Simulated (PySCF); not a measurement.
C3H7, multiplicity 2. Atoms are numbered in the order given.

```xyz
10

C      1.2895     0.3164     0.1249
C      0.0950    -0.4275    -0.3475
C     -1.2259     0.1002     0.2180
H      2.2920    -0.0938     0.0035
H      1.1986     1.3368     0.4996
H      0.0466    -0.3965    -1.4580
H      0.2054    -1.5021    -0.1122
H     -1.2421     0.0225     1.3148
H     -2.0847    -0.4613    -0.1761
H     -1.3680     1.1596    -0.0437
```
Charge 0, spin multiplicity 2.

Coordinates come from a PBE-D3(BJ)/def2-TZVP optimisation. The isomer is the one that the SMILES or the coordinates give; other isomers of the formula were not compared.

The numbers are results of PBE-D3(BJ)/def2-TZVP (PySCF), not measurements.

Harmonic, unscaled wavenumbers; measured fundamentals usually lie a few per cent lower.

Task: Give all harmonic wavenumbers and intensities. (The exact figures need the calculation; the answer reports its results.)

Result: 
```csv
mode,ν (cm⁻¹),IR (km/mol),moving atoms (share of kinetic energy)
1,96,0.7,H 97 %
2,240,0.0,"H 90 %, C 10 %"
3,363,1.9,"C 53 %, H 47 %"
4,480,52.0,"H 79 %, C 21 %"
5,731,0.9,"H 83 %, C 17 %"
6,866,0.2,"H 53 %, C 47 %"
7,900,1.7,"H 69 %, C 31 %"
8,1011,1.1,"H 71 %, C 29 %"
9,1076,0.3,"C 60 %, H 40 %"
10,1136,0.1,"C 51 %, H 49 %"
11,1220,0.1,"H 82 %, C 18 %"
12,1312,1.9,"H 64 %, C 36 %"
13,1355,3.0,"H 79 %, C 21 %"
14,1406,3.6,H 94 %
15,1415,3.0,"H 84 %, C 16 %"
16,1445,8.0,H 97 %
17,1452,4.2,H 95 %
18,2855,28.8,H 93 %
19,2937,19.6,H 93 %
20,2969,27.9,H 97 %
21,3036,30.7,"H 91 %, C 9 %"
22,3044,25.6,"H 91 %, C 9 %"
23,3076,16.4,H 96 %
24,3176,12.6,"H 89 %, C 11 %"
```
